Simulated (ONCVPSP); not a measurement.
## LDA (Perdew-Wang 92) ONCV dataset for iridium (Ir), fully relativistic all-electron reference.

iridium (Ir), optimised norm-conserving Vanderbilt (ONCV), made with ONCVPSP 4.0.1 (LDA (Perdew-Wang 92), fully relativistic). Core [Kr] 4d10 4f14, reference 5s2 5p6 5d7 6s2. Waves: 5s+6s: rc 1.80 bohr, ncon 4, nbas 7, qcut 5.3 1/bohr, 3 projectors, debl 2.1 Ha; 5p: rc 1.85 bohr, ncon 3, nbas 8, qcut 8.1 1/bohr, 2 projectors, debl 1 Ha; 5d: rc 2.30 bohr, ncon 4, nbas 9, qcut 7.8 1/bohr, 2 projectors, debl 3.7 Ha. Local part: polynomial inside 1.50 bohr (lpopt 5, dvloc0 4 Ha). Core correction: polynomial model core, fcfact 0.2.

Open shells are filled in proportion to 2j + 1.

In the p channel the program set the typed energies aside and used -1.880, 0.250 Ha (j = l + 1/2; the other j can differ).

All-electron outer shells of the reference configuration (LDA (PZ), scalar-relativistic, ld1.x):

```json
{"shell": "5s", "level (eV)": "-98.30", "outermost node (bohr)": "0.50", "outermost maximum (bohr)": "0.89"}
{"shell": "4f", "level (eV)": "-62.55", "outermost node (bohr)": "–", "outermost maximum (bohr)": "0.39"}
{"shell": "5p", "level (eV)": "-54.92", "outermost node (bohr)": "0.54", "outermost maximum (bohr)": "1.01"}
{"shell": "5d", "level (eV)": "-7.36", "outermost node (bohr)": "0.59", "outermost maximum (bohr)": "1.31"}
{"shell": "6s", "level (eV)": "-6.59", "outermost node (bohr)": "1.17", "outermost maximum (bohr)": "2.38"}
```

(1) Estimate the cutoffs (Ha) at which the residual kinetic energy of the hardest occupied pseudo-wave falls to 1 and 0.1 mHa per electron.

(2) What does a ghost test show?

(3) Tests: 5s2 5p6 5d7 6s1; 5s2 5p6 5d7 6s0; 5s2 5p6 5d6 6s0; 5s2 5p6 5d7 6s1.5. Which has the largest error in its energy relative to the reference configuration, and how large is it?

Results:

(1) 18 Ha and 38 Ha.

(2) No bound ghost flagged; no localised positive-energy state flagged.

(3) 5s2 5p6 5d7 6s0, with -15 meV (all-electron minus pseudo) on +28.03 eV.
